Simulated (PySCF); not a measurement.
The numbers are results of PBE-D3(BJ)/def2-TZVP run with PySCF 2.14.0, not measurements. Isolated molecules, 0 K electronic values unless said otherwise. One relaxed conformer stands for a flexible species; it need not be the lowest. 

Reference species (SMILES): `[InH3]` (neutral, multiplicity 1).

The HOMO is -6.99 eV and the HOMO–LUMO gap is 4.34 eV. The LUMO is -2.65 eV.

Changed species: `[SH][InH][SH]` (H–S–In–S torsion 0°, S–In–S–H torsion 0°) (2 of 3 H replaced by SH; the reference has 0 of 3 H replaced by SH).

What does the change do to the HOMO, HOMO–LUMO gap and LUMO?

the HOMO rises by 0.76 eV, to -6.23 eV; the HOMO–LUMO gap decreases by 0.26 eV, to 4.08 eV; the LUMO rises by 0.50 eV, to -2.15 eV.
